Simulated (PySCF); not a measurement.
Electronic absorption of C5H8Ge

Compound: C5H8Ge.
InChI=1S/C5H8Ge/c1-2-5-3-6-4-5/h1,5H,3-4,6H2

Method: TDDFT PBE0/def2-SVPD, vertical, gas phase, core orbitals frozen in the response (PySCF 2.14.0, density-fitted response routines). Geometry: PBE0-D3(BJ)/def2-SVP, one conformer, isolated molecule. Relativistic effects, spin–orbit coupling among them, are left out although an element past zinc is present.

```
state  λ (nm)  E (eV)       f  symmetry     main configurations (H = HOMO, L = LUMO)
   S1   202.1    6.14  0.0007         –                        H→L (81%), H→L+6 (9%)
   S2   192.5    6.44   0.063        A′        H-1→L (60%), H→L+3 (14%), H→L+1 (12%)
   S3   189.2    6.55  0.0008         –  H-1→L+1 (39%), H-1→L+3 (38%), H-1→L+2 (10%)
   S4   177.1    7.00   0.112        A′                     H→L+1 (67%), H-1→L (17%)
   S5   174.8    7.09   0.011        A″   H-1→L+1 (42%), H-1→L+3 (33%), H-2→L+1 (9%)
   S6   173.2    7.16   0.042        A′        H-2→L (56%), H→L+3 (17%), H→L+2 (13%)
```

The lowest singlet lies at 6.14 eV (202 nm, ultraviolet) and is very weak; its leading configuration is HOMO→LUMO (81%). The most intense listed level is S4 at 7.00 eV (177 nm, f = 0.112), 0.87 eV above S1. Löwdin shares by element: HOMO (one of a set within 0.03 eV) carbon 79% or more (atoms not listed hold the other 21%); LUMO germanium 31%, carbon 20% or more, hydrogen 10% or more (atoms not listed hold the other 40%). Weighted by f, the mean energy of these states is 6.88 eV. Of the 6 states listed, 4 reach f = 0.01 and none stays under 0.0005. The oscillator strengths of these states sum to 0.230; summed over the whole spectrum of an exact calculation they would give the number of electrons, 70 (Thomas–Reiche–Kuhn). Symmetry labels in Cs follow from the direction of the transition dipole and are given only for states with f of 0.002 or more. Singlets were solved by full linear response.

Time: 35 s of wall time. Hardware: one thread, Arm Neoverse V2, no GPU, on a shared host.
